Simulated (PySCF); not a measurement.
Correlation energy of Lu⁺ (lutetium, charge +1)

[Xe] 4f14 6s1 6p1, high-spin 3P determinant (an excited configuration). All numbers are calculated (PySCF 2.14, the spin-free X2C one-electron Hamiltonian (Gaussian nucleus), in x2c-TZVPPall). Frozen: [Kr] 4d10; 24 electrons correlated.

MP2 pair energies summed by pair of shells (mhartree):

```json
{"pair": "4f-4f", "energy": "-306.66", "share (%)": "41.5"}
{"pair": "4f-5p", "energy": "-226.82", "share (%)": "30.7"}
{"pair": "5p-5p", "energy": "-112.63", "share (%)": "15.2"}
{"pair": "4f-5s", "energy": "-30.73", "share (%)": "4.2"}
{"pair": "5s-5p", "energy": "-17.77", "share (%)": "2.4"}
{"pair": "5p-6s", "energy": "-15.69", "share (%)": "2.1"}
{"pair": "4f-6s", "energy": "-9.00", "share (%)": "1.2"}
{"pair": "5p-6p", "energy": "-6.86", "share (%)": "0.9"}
{"pair": "5s-5s", "energy": "-5.19", "share (%)": "0.7"}
{"pair": "4f-6p", "energy": "-4.64", "share (%)": "0.6"}
{"pair": "6s-6p", "energy": "-1.57", "share (%)": "0.2"}
{"pair": "5s-6s", "energy": "-0.95", "share (%)": "0.1"}
{"pair": "5s-6p", "energy": "-0.37", "share (%)": "0.0"}
```

Total MP2 correlation energy: -738.88 mhartree.

Same-spin part -284.89 and opposite-spin part -453.99 mhartree; SCS-MP2 scales them by 1/3 and 6/5 to -639.75 mhartree.

The basis was made for the ground configuration and has no added diffuse functions, which can raise the energy of the promoted electron.
